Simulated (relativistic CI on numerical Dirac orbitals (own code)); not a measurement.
**Spin-allowed bands of a d3 ion in an octahedral site, by hand**

Problem. A d3 ion in an octahedral site has a 4A2 ground term and spin-allowed bands at ν1 = 13450 and ν2 = 19851 cm⁻¹ (from a computed ligand-field model). Find Δ and the Racah parameter B, and predict the third band.

Working.
1. The F term splits into A2 (−1.2Δ), T2 (−0.2Δ) and T1 (+0.6Δ), so ν1 = E(T2) − E(A2) = Δ = 13450 cm⁻¹.
2. T1(F) mixes with T1(P), which lies at 15B, through an element 0.4Δ. The two roots, counted from A2, are ν2,3 = ½(15B + 3Δ) ∓ ½√[(15B − Δ)² + 12BΔ].
3. Solving the lower root for B gives B = (2ν1² + ν2² − 3ν1ν2)/(15ν2 − 27ν1) = -45120649/-65385 = 690 cm⁻¹.
4. The sum of the roots is 15B + 3Δ, so ν3 = 15B + 3ν1 − ν2 = 30850 cm⁻¹ (324 nm).

Check. The bands were computed by exact diagonalisation of the d3 shell with B = 690 and Δ = 13450 cm⁻¹, which gives ν3 = 30849 cm⁻¹. C does not enter the terms of highest spin.
